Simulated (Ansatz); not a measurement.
C₃H₇O₂, doublet, geometry from GFN2-xTB; CAM-B3LYP/def2-SVP (Ansatz, a program for electronic structure).

Here is a job for Ansatz.
Ansatz 0.2 input:
```yaml
crystal:
  periodic: [false, false, false]
  atoms:
    - {symbol: C, position_ang: [1.94619892, 0.86606572, 0.18885141]}
    - {symbol: O, position_ang: [0.59022519, 0.52583716, 0.28955219]}
    - {symbol: C, position_ang: [0.15628695, -0.35495568, -0.72677514]}
    - {symbol: C, position_ang: [-1.29230339, -0.62643041, -0.51925532]}
    - {symbol: O, position_ang: [-1.82019372, -0.49210313, 0.72964401]}
    - {symbol: H, position_ang: [2.15863515, 1.37589211, -0.75851598]}
    - {symbol: H, position_ang: [2.16141740, 1.53677599, 1.01835714]}
    - {symbol: H, position_ang: [2.58511519, -0.02316283, 0.26128712]}
    - {symbol: H, position_ang: [0.76405915, -1.28675436, -0.68747395]}
    - {symbol: H, position_ang: [0.32260412, 0.08736248, -1.72414028]}
    - {symbol: H, position_ang: [-1.82534441, -1.30066663, -1.16232094]}
    - {symbol: H, position_ang: [-1.18783320, 0.03260304, 1.24231141]}
basis:
  gaussian:
    orbitals: def2-SVP
hamiltonian:
  xc: cam_b3lyp
magnetization: {spin_polarized: true, initial_magnetization: 1}
accuracy: high
```

Output, abridged:

```
Functional definition: CAM-B3LYP
2580 factors; integrals over basis functions are off by at most 1.0e-8 eV
446 factors; integrals over basis functions are off by at most 2.5e-9 eV
mean field evaluation 1: about -7304.0895 eV, gradient 3.1e1 eV
mean field evaluation 2: about -7304.7032 eV, gradient 3.1e1 eV
mean field evaluation 4: about -7308.0749 eV, gradient 1.2e0 eV
mean field evaluation 8: about -7308.3307 eV, gradient 3.8e-2 eV
mean field evaluation 16: about -7308.3307 eV, gradient 6.5e-5 eV
mean field -7308.33074007 eV, -268.5762009331 hartree, gradient 6.6e-8 eV, S^2 0.753578; 0 other end points of the search recorded, 0 dependent functions left out
reference -7308.33076093 eV, -268.5762016998 hartree; 21, 20 occupied and 84, 85 virtual orbitals, 2580 factors
Total energy: -7308.33076093 eV, -268.5762016998 hartree
```
